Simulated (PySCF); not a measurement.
CH₄ClIn. Atoms are numbered in the order given.

```xyz
7

In    -0.4196    -0.2288    -0.0276
H     -1.1707    -1.6719     0.5262
Cl     1.8232    -0.0605     0.7386
C     -0.9956     1.4494    -1.2331
H     -1.8904     1.9294    -0.8109
H     -1.2293     1.1122    -2.2537
H     -0.1691     2.1714    -1.2659
```

Coordinates come from a PBE0-D3(BJ)/def2-SVP optimisation. The def2 effective core potentials stand for the cores of In; spin–orbit coupling is left out.

The numbers are results of IEF-PCM-M06-2X/def2-SVP (PySCF), not measurements.

The values are the electrostatic part of the solvation free energy, E(continuum) − E(gas) at the gas-phase geometry, in a cavity of scaled van der Waals radii (PySCF's table); cavitation and dispersion terms are not included. A continuum can't describe solvent molecules that bind to the metal. In vacuum the orbital gap is 7.90 eV. The dipole moment in vacuum is 3.40 D.

```json
[
 {"solvent": "water", "ε": "78.36", "ΔG(elec) (kcal/mol)": "-7.5", "dipole (D)": "4.36", "gap (eV)": "8.34"},
 {"solvent": "cyclohexanone", "ε": "15.62", "ΔG(elec) (kcal/mol)": "___", "dipole (D)": "___", "gap (eV)": "___"},
 {"solvent": "1-octanol", "ε": "9.86", "ΔG(elec) (kcal/mol)": "-6.5", "dipole (D)": "4.23", "gap (eV)": "8.28"}
]
```

Question: Some entries are withheld; supply them. (The exact figures need the calculation; the answer reports its results.)

Answer: 
- cyclohexanone, ΔG(elec) (kcal/mol): -6.9
- cyclohexanone, dipole (D): 4.29
- cyclohexanone, gap (eV): 8.30
